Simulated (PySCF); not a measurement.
Compound: AlH2(CF3), CH₂AlF₃.
SMILES: `[H][Al]([H])[C](F)(F)F`

The closed-shell ground state was solved at several levels (PySCF, density fitting, gas phase, non-relativistic). Geometry: PBE0-D3(BJ)/def2-SVP; no solvent, vibrations or thermal averaging.

```tsv
level	basis functions	HOMO (eV)	LUMO (eV)	gap (eV)	dipole (D)
PBE/pcSseg-1 (pcSseg-2 on Al)	121	-7.16	-2.93	4.23	1.93
PBE0/pcSseg-1 (pcSseg-2 on Al)	121	-8.72	-2.20	6.52	2.24
B3LYP/pcSseg-1 (pcSseg-2 on Al)	121	-8.49	-2.44	6.05	2.23
```

**Question.** Estimate the row for CAM-B3LYP/def2-SVPD, a basis of 129 functions; the other rows only guide the guess.

**Answer.** HOMO -10.33 eV, LUMO -1.32 eV, gap 9.01 eV, dipole 2.41 D.

**Question.** Over all these levels, which gives the widest orbital gap and which the narrowest?

**Answer.** CAM-B3LYP/def2-SVPD (range-separated hybrid) has the widest, 9.01 eV, and PBE/pcSseg-1 (pcSseg-2 on Al) (GGA) the narrowest, 4.23 eV. Functional and basis both differ between the two, so the spread mixes both effects.

**Question.** In the pcSseg-1 (pcSseg-2 on Al) basis, how does the gap go with the fixed share of exact exchange?

**Answer.** PBE (0 %) 4.23 eV; B3LYP (20 %) 6.05 eV; PBE0 (25 %) 6.52 eV. Each rise in the share widens the gap here.

**Question.** How far do the dipole and the HOMO energy spread over the levels?

**Answer.** The dipole runs from 1.93 to 2.41 D (mean 2.20 D) and the HOMO from -10.33 to -7.16 eV.
